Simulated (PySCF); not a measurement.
BGeH₅O, SMILES [GeH3][O]B. Atoms are numbered in the order given.

```xyz
8

O     -0.5132     1.0546     0.0000
Ge     0.0378    -0.6646     0.0000
H     -0.5506    -1.2935     1.2695
H     -0.5506    -1.2935    -1.2695
H      1.5751    -0.6758     0.0000
B      0.2519     2.1570     0.0000
H      1.4689     2.0752     0.0000
H     -0.3067     3.2339     0.0000
```
Charge 0, spin multiplicity 1.

Geometry: PBE0-D3(BJ)/def2-SVP.

All values below come from PySCF with PBE/def2-TZVPD.

Mulliken values depend strongly on the basis, most of all with diffuse functions as here. Atomic charges (e):

```tsv
atom	meta-Löwdin	Mulliken
O1	-0.48	-0.33
Ge2	0.58	0.12
H3	-0.05	0.03
H4	-0.05	0.03
H5	-0.05	0.07
B6	0.08	0.13
H7	-0.03	-0.03
H8	0.00	0.00
```
